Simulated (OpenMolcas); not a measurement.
Cu4+.

- Program: OpenMolcas 26.06
- Basis: ANO-RCC-VTZP [6s5p3d2f1g]
- Scalar Hamiltonian: DKH2, point nucleus
- Active space: 7 electrons in 5 orbitals (3d)
- State averaging: 2S+1 = 4 even, 10 roots; 2S+1 = 2 even, 40 roots (35 in the spin-orbit step)
- Spin-orbit coupling: RASSI with atomic mean-field integrals over the reference wave functions, term energies averaged over their components

Two sets of levels on these reference wave functions, in eV above 3d⁷ ⁴F_9/2: one from CASSCF and one from SS-CASPT2, IPEA 0.25 Eh, imaginary shift 0.1 Eh (closed shells correlated: 3s 3p).

| Level | Set 1 | Set 2 |
| --- | --- | --- |
| 3d⁷ ⁴F_9/2 | 0.0000 | 0.0000 |
| 3d⁷ ⁴F_7/2 | 0.1927 | 0.1917 |
| 3d⁷ ⁴F_5/2 | 0.331 | 0.331 |
| 3d⁷ ⁴F_3/2 | 0.424 | 0.425 |
| 3d⁷ ⁴P_5/2 | 2.595 | 3.092 |
| 3d⁷ ²G_9/2 | 2.766 | 3.112 |
| 3d⁷ ⁴P_3/2 | 2.646 | 3.142 |
| 3d⁷ ⁴P_1/2 | 2.742 | 3.238 |
| 3d⁷ ²G_7/2 | 2.951 | 3.297 |
| 3d⁷ ²P_3/2 [71 %] | 3.582 | 4.097 |
| 3d⁷ ²H_11/2 | 3.714 | 4.130 |
| 3d⁷ ²P_1/2 | 3.810 | 4.294 |
| 3d⁷ ²H_9/2 | 3.883 | 4.298 |
| 3d⁷ ²D_5/2 | 3.839 | 4.480 |
| 3d⁷ ²D_3/2 | 4.170 | 4.779 |
| 3d⁷ ²F_5/2 | 6.169 | 7.104 |

Task: Which set is which?

Result: Set 1 is SS-CASPT2. Its levels of the other terms of 3d⁷ lie at 0.84 to 0.90 of the other set's values, as expected, since terms of lower spin or lower L gain more correlation energy than the Hund ground term. Against 15 measured levels (Sugar and Musgrove, J. Phys. Chem. Ref. Data 19, 527 (1990)) the mean absolute deviation is 480 cm-1 with it and 3600 cm-1 without; single levels miss by up to 2400 cm-1 with it.

CASPT2 does not keep the components of a term degenerate, so their means are used; among the terms shown or strongly mixed into the levels shown the widest spread is 1300 cm-1 (3d⁷ ²H, SS-CASPT2). Some high roots are left out of the spin-orbit mixing, which shifts the levels that they would mix with. Without dynamic correlation excited terms often stand tens of per cent too high (terms of higher spin than the ground term too low), and those without a measured partner can miss by more than the paired ones (holds for CASSCF). The CASPT2 spread within a term exceeds the gap to the next term for 3d⁷ ²P and 3d⁷ ²H, 3d⁷ ²H and 3d⁷ ²D, so the order of their levels is uncertain (holds for SS-CASPT2). Computed and measured levels are paired by configuration, term and J; levels that our copy of the source lacks, or whose pairing is in doubt (as where it misses far off the trend of its configuration), stay unpaired and out of the deviations. Levels of configurations outside the active space are missing. Levels that lie high or do not pair safely by name in every column are left out.

A share in square brackets marks a mixed level and gives the weight of the term that names it, the lowest over the columns.
